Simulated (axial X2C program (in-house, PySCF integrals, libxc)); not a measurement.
Spectroscopic constants of YH

Calculated with an in-house relativistic program for diatomic molecules. Spin-free means the one-electron spin-free X2C Hamiltonian; two-component (2c) means X2C with spin–orbit coupling and atomic mean-field two-electron Coulomb and Gaunt terms, so the difference of the two also holds small scalar two-electron terms. Basis: Y dyall-cv3z [11s12p9d6f3g], H dyall-v3z [6s2p1d] (cores contracted in-house); Gaussian nuclei, density fitting, unrestricted open shells. Masses: Y 88.906 u, H 1.008 u.

State, spin-free: M_S = 0, Λ = 0 (closed shell); electrons by block: σα: 10, σβ: 10, π+α: 4, π+β: 4, π-α: 4, π-β: 4, δ+α: 1, δ+β: 1, δ-α: 1, δ-β: 1. Fragments: Y + H.

State, 2c: Ω = 0 (closed shell); electrons by block: 1/2: 14, -1/2: 14, 3/2: 5, -3/2: 5, 5/2: 1, -5/2: 1. Fragments: Y + H.

```tsv
Hamiltonian	level	Re (Å)	ωe (cm⁻¹)	ωexe (cm⁻¹)	αe (cm⁻¹)	De (eV)	D0 (eV)	μ (D)
spin-free	PBE0	1.907	1546.2	18.6	0.0916	2.82	2.72	-1.66
spin-free	HF	1.954	1510.5	16.1	0.0786	2.18	2.08	-1.41
spin-free	MP2	1.917	1533.4	15.4	0.0863	2.84	2.75	n/a
spin-free	CCSD	1.935	1496.4	16	0.0873	3.03	2.94	n/a
spin-free	CCSD(T)	1.936	1489.8	16.2	0.0885	3.03	2.94	n/a
spin-free	M06	1.916	1514.4	20.3	0.0941	2.87	2.78	-1.80
2c	PBE0	1.907	1546.5	18.6	0.0917	n/a	n/a	-1.66
2c	HF	1.954	1510.7	16.1	0.0787	n/a	n/a	-1.41
2c	MP2	1.916	1533.8	15.5	0.0864	n/a	n/a	n/a
2c	CCSD	1.935	1496.6	16.2	0.087	n/a	n/a	n/a
2c	CCSD(T)	1.935	1490.2	16.4	0.0881	n/a	n/a	n/a
2c	M06	1.916	1514.3	20.3	0.0941	n/a	n/a	-1.80
```

Correlated methods: 12 electrons correlated (number of frozen shells: Y 3 s, 2 p, 1 d; H none), 242 virtual spin orbitals or spinors in MP2, 90 natural virtuals in coupled cluster.

Dipoles are positive if H is the positive end.

Occupations by symmetry block were frozen at the best pattern of an incomplete PBE0 search. The closed shell is kept restricted, so the energy runs too high when the bond is stretched far. Dissociation energies refer to the lowest single-determinant-based atoms at the same level and basis. De is not given where an atomic determinant may have missed its ground term or J level, or where the truncated virtual space spoils (T). Coupled cluster ran in a truncated set of natural virtual spinors; the MP2 energy of the rest was added. (T) has no such correction and the atoms are truncated less, which lowers De at CCSD(T) by a hundredth of an eV or more. Other states lie close and PBE0, whose exact exchange favours high spin, may order them wrongly; the determinant shown need not be the ground state. The nearest other spin-free determinant of the search, M_S = 1, Λ = 2, lies 0.49 eV up at the distance of the search. The functionals have no current-density term, which raises determinants with orbital currents, atoms included.

Rough cost a point (2c) on 1 thread(s) of a shared host, integrals apart: PBE0 0.4 s, HF 0.26 s, CCSD(T) 5 s, M06 0.7 s.

The whole task took 2.3 min on 1 thread of Arm Neoverse V1, with other jobs on the host.
